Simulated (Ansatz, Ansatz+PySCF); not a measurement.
```xyz
2

O     0.0000    0.0000   -0.6417
O     0.0000    0.0000    0.6417
```

Basis set: def2-SVP (spherical functions). Frozen core: 2 orbitals. Correlation on ROHF uses semicanonical orbitals with singles. Charge 0, multiplicity 3.

Computed with Ansatz (development build ahead of 0.2.0); each method stands on the lowest determinant of its kind that the runs found.

(1) Give the atomization energy at this shape (free ground-state atoms in the same class of orbitals less the molecule, no zero-point energy) of triplet O₂ by UHF-CCSD(T), UHF-CCSD, UHF-MP2, ROHF-MP2, UHF, ROHF, ROHF-CCSD.

Answers

(1)

```csv
method,atomization energy
UHF-CCSD(T),4.50 eV
UHF-CCSD,4.24 eV
UHF-MP2,4.39 eV
ROHF-MP2,4.20 eV
UHF,0.82 eV
ROHF,0.67 eV
ROHF-CCSD,4.22 eV
```

Caution: the determinant breaks the point group; the shape is not the minimum. Caution for UHF-MP2, ROHF-MP2: another reference gives a lower total.
